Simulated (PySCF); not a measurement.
An unknown shows these calculated signals:

¹H NMR (600 MHz, computed): δ 7.00 (m, 1H), 6.71 (m, 1H), 6.65 (m, 1H), 5.42 (br s, 1H), 3.91 (br s, 1H).

¹³C{¹H} NMR (computed): δ 167.4 (C), 152.4 (C), 144.9 (C), 117.3 (CH), 110.3 (CH), 108.9 (CH).

No relativistic terms, single conformer, no solvent model. Coordinates at the GFN2-xTB level; GIAO PBE0/pcSseg-1 shieldings; PySCF 2.14.

References, each an isolated molecule treated in the same way: ¹H (σ = 31.72 ppm) and ¹³C (σ = 186.93 ppm) against TMS.

Which of these does the molecule contain: a ketone, a benzene ring, a (CH3)2CH unit, a non-aromatic C=C double bond, an OH group?

Results:


- A ketone: no.
- A benzene ring: yes.
- A (CH3)2CH unit: no.
- A non-aromatic C=C double bond: no.
- An OH group: yes (δH 3.91 (br s)).

The data belong to SMILES Oc1ccc(F)cc1O, C6H5FO2; they needn't prove each group on their own.

Carbon signals by region: 1 in the far downfield region (above 160 ppm), 5 in the sp2 and nitrile region (100–160 ppm). Above 160 ppm: 167.4, aromatic carbon bearing fluorine.

Exchangeable OH/NH protons stand at their gas-phase positions; hydrogen bonding in a real sample shifts them, mostly to higher δ. Splittings by ¹⁹F in the carbon and heteronuclear signals aren't shown, as no couplings were computed. Shifts are as computed. Against solution values, carbons near 30 ppm lie about +3 ppm off and those near 130 ppm about +5 ppm. Of 1211 compounds with measured shifts, 218 miss one by over three times the rms of a fit or turn the order of signals round; such compounds aren't used in these exercises. Multiplicities follow the n + 1 count of equivalent neighbours, as no J values were calculated; m marks all less simple cases, F and P coupling included.
